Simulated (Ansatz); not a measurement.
`[NH][SiH](F)Cl` radical, relaxed with UKS PBE0-D4/def2-TZVP in Ansatz from a PBE-D4/def2-SVP geometry. The force threshold is 0.005 eV/Å; the program also tests the step.

Charge 0, multiplicity 2.

Start:

```xyz
6

N     0.204   -1.332    0.375
Si    0.171    0.308   -0.228
F    -1.131    0.668   -1.149
Cl    0.107    1.475    1.483
H    -0.740   -1.734    0.540
H     1.391    0.616   -1.021
```

Task: By how much does the energy fall, and how many steps does the optimiser take? (Best estimate.)

Result: The calculation gave: 5.94 kJ/mol, in 6 steps.

Task: Which bonds change most? (An estimate is asked.)

Result: Ansatz gave: Si2–F3 from 1.634 to 1.590 Å; Si2–Cl4 from 2.072 to 2.036 Å; N1–Si2 from 1.748 to 1.728 Å; Si2–H6 from 1.487 to 1.469 Å.

Task: Give the relaxed structure. (Estimate.)

Result: Computed: 
```xyz
6

N     0.187   -1.317    0.356
Si    0.164    0.315   -0.212
F    -1.101    0.655   -1.114
Cl    0.109    1.488    1.451
H    -0.727   -1.743    0.522
H     1.368    0.602   -1.002
```
